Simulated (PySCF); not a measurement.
## Fractional electron number in Tc⁺ (technetium, charge +1)

The 5s alpha orbital of [Kr] 4d5 5s1 is emptied in steps (occupation f), with all orbitals relaxed, ending at [Kr] 4d5. Calculation: PySCF 2.14, in def2-TZVP with the def2 core potential (28 electrons) (6s4p3d1f, 40 functions); a scalar-relativistic core potential. The exact energy is a straight line in f; departures are measured from the line between the end points of the same method.

| f | PBE0 (eV) | r2SCAN (eV) | LC-wPBE (eV) |
| --- | --- | --- | --- |
| 1 | 0.000 | 0.000 | 0.000 |
| 0.9 | -0.224 | -0.276 | -0.008 |
| 0.7 | -0.525 | -0.643 | -0.018 |
| 0.5 | -0.627 | -0.766 | -0.022 |
| 0.3 | -0.528 | -0.645 | -0.019 |
| 0.1 | -0.227 | -0.277 | -0.009 |
| 0 | 0.000 | 0.000 | 0.000 |

Problem. For LC-wPBE, how does the orbital energy at f = 1 compare with the removal energy?

Solution. −ε = 14.987 eV against a total-energy difference of 15.074 eV. By Janak's theorem ε = ∂E/∂f, so the gap between them reflects the curvature. Along the path −ε is 15.005 (f = 0.9), 15.038 (f = 0.7), 15.069 (f = 0.5), 15.103 (f = 0.3), 15.151 (f = 0.1) eV.

```csv
method,E(f=0) − E(f=1) (eV),−ε at f=1 (eV),−ε at f=0.5 (eV)
PBE0,15.402,12.912,15.392
r2SCAN,15.642,12.562,15.632
LC-wPBE,15.074,14.987,15.069
```

Reference removal energy between the ground levels: 15.26 eV (semi-empirical (NIST evaluation); NIST Atomic Spectra Database, ionization energies).
